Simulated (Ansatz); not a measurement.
CH4BFO2, SMILES `OBOCF`, relaxed with RKS PBE-D4/def2-SVP in Ansatz from a rough embedded geometry. The force threshold is 0.03 eV/Å; the program also tests the step.

Total charge 0; spin multiplicity 1.

Start:

```xyz
9

O     0.643    1.048    1.551
B     0.550   -0.176    0.880
O     0.565   -0.213   -0.594
C    -0.668   -0.218   -1.096
F    -0.704   -0.246   -2.473
H     1.613    1.280    1.697
H     0.505   -1.187    1.509
H    -1.189    0.765   -0.804
H    -1.315   -1.053   -0.670
```

```
         step  energy (eV)  largest force (eV/Å)  largest move (Å)
            1   -8574.4563                 3.214             0.000
            2   -8574.7408                 1.758             0.089
            3   -8574.8825                 0.774             0.118
            4   -8575.1744                 0.796             0.200
            5   -8575.4031                 1.580             0.195
            6   -8575.6509                 1.773             0.196
            7   -8575.8300                 1.233             0.200
            8   -8575.8786                 0.897             0.200
            9   -8575.9289                 0.137             0.066
           10   -8575.9388                 0.151             0.071
           11   -8575.9428                 0.196             0.059
           12   -8575.9481                 0.057             0.066
           13   -8575.9507                 0.103             0.071
           14   -8575.9516                 0.107             0.051
15 (rejected)   -8575.9501                 0.252             0.027
           16   -8575.9522                 0.017             0.012
```

End:

```xyz
9

O     1.451    0.522    1.716
B     0.574   -0.134    0.916
O    -0.051    0.554   -0.106
C    -0.849   -0.118   -1.029
F    -0.077   -0.586   -2.065
H     1.562    1.450    1.432
H     0.343   -1.309    1.132
H    -1.587    0.607   -1.437
H    -1.365   -0.987   -0.559
```

Hardware: 2 threads of an Arm Neoverse V2 on a shared host. Wall time 22 s, peak host memory 0.14 GiB.
